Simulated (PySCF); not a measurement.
An unknown is described by computed data only.

Elements present: C, F, H, N and Si. Monoisotopic mass: 189.0053 u.

- 1H NMR: chemical shifts (computed TMS as zero) by class: 6.39 (1 H), 5.36 (2 H), 5.00 (1 H), 4.83 (3 H) ppm [GIAO PBE0/pcSseg-1]
- Rotational structure: rotational constants A, B, C: 1.652, 0.602, 0.493 GHz [GFN2-xTB]
- Dipole: 2.69 D [PBE0/pcSseg-1]
- NMR, other nuclei: isotropic shieldings of nuclei other than C and H, by class: 184 (1 N), 234 (3 F), 357 (1 F), 361 (1 Si), 398 (1 Si) ppm [GIAO PBE0/pcSseg-1]
- 13C NMR: chemical shifts (computed TMS as zero) by class: 149.9 (1 C), 133.2 (1 C), 102.9 (1 C) ppm [GIAO PBE0/pcSseg-1]

Electronic properties: PySCF, gas phase, density fitting. Levels stand in brackets. Geometry: GFN2-xTB, one conformer, isolated molecule. GFN2-xTB frequencies show an imaginary mode (27i cm⁻¹), so this geometry is no minimum at that level. NMR values are class means; diastereotopic atoms form classes of their own.

Problem. Which formula fits the mass and the elements?

Solution. C3H7F4NSi2 (calculated 189.0053). Within 0.0003 u, CH4FN7Si2 would fit the mass too; the spectra decide.

Problem. Give a SMILES that accounts for the data.

Solution. Numbering: `[F:1][SiH2:2][N:3]([SiH3:4])/[CH:5]=[CH:6]\[C:7]([F:8])([F:9])[F:10]`. Its formula, C3H7F4NSi2, gives 1 degree of unsaturation: 0 rings and 1 π bond in the structure found. 3 carbons fall into 3 classes; from least to most shielded: vinylic carbon bearing nitrogen [C5] (149.9 ppm), CF3 carbon [C7] (133.2 ppm), alkene CH carbon [C6] (102.9 ppm). Hydrogen classes from least to most shielded: 1 H on a vinylic carbon bearing nitrogen, C5 (6.39 ppm), 2 H on a fluorine-bound silicon, Si2 (5.36 ppm), 1 H on an alkene CH carbon, C6 (5.00 ppm), 3 H on an SiH3 silicon, Si4 (4.83 ppm). The other shieldings belong to: 184 ppm, nitrogen bridging silicon atoms [N3]; 234 ppm, fluorine of a CF3 group [F8/F9/F10]; 357 ppm, silicon-bound fluorine [F1]; 361 ppm, fluorine-bound silicon [Si2]; 398 ppm, SiH3 silicon [Si4]. The optimised geometry has point group C1 and is an asymmetric top. Structure: `F[SiH2]N([SiH3])/C=C\C(F)(F)F`. The assignments are read from this structure; whether some other isomer fits the data as well wasn't checked.

Shape of the structure used: `[F:1][SiH2:2][N:3]([SiH3:4])/[CH:5]=[CH:6]\[C:7]([F:8])([F:9])[F:10]`: F1–Si2–N3–Si4 23°, Si2–N3–C5–C6 -28°, C5–C6–C7–F8 78°.
